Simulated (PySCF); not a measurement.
## Diatomics with 67 electrons

PBE in PySCF with def2-TZVPPD on every atom (core potentials on In, Sn, Sb, I), for the lowest determinant that a PBE0 search found; no spin–orbit coupling. All have 67 electrons, 11 of them in the valence shells, and the same state, a doublet (π ↑). For ions De leads to the atom and ion picked by measured ionisation energies and electron affinities.

```csv
species,difference of nuclear charges,Re (Å),ωe (cm⁻¹),k (mdyn/Å),De (eV),dissociates to
GeSe⁻,2,2.281,316,2.25,4.04,Ge + Se⁻
GaBr⁻,4,2.608,166,0.599,1.24,Ga + Br⁻
InCl⁻,32,2.615,207,0.678,1.39,In + Cl⁻
GeBr,3,2.347,285,1.82,3.89,Ge + Br
SnCl,33,2.392,334,1.77,4.12,Sn + Cl
SiI,39,2.461,350,1.65,3.50,Si + I
AsBr⁺,2,2.206,370,3.09,4.27,As⁺ + Br
SbCl⁺,34,2.261,429,2.94,3.95,Sb⁺ + Cl
```

Which member of the whole set has the stiffest bond, and how does it compare with the softest?

AsBr⁺ with k = 3.09 mdyn/Å, 5.2 times that of GaBr⁻.

These are scalar-relativistic numbers at best; spin–orbit coupling would shift them, the dissociation energy most. For an ion De counts to the pair picked by the measured ionisation energies or electron affinities, which need not be the lowest pair at this level. The highest Kohn–Sham level is positive in some of these anions. Much of that is self-interaction error, but it also means that the finite basis helps to hold the extra electron. States were picked by a PBE0 search and need not be the measured ground states.
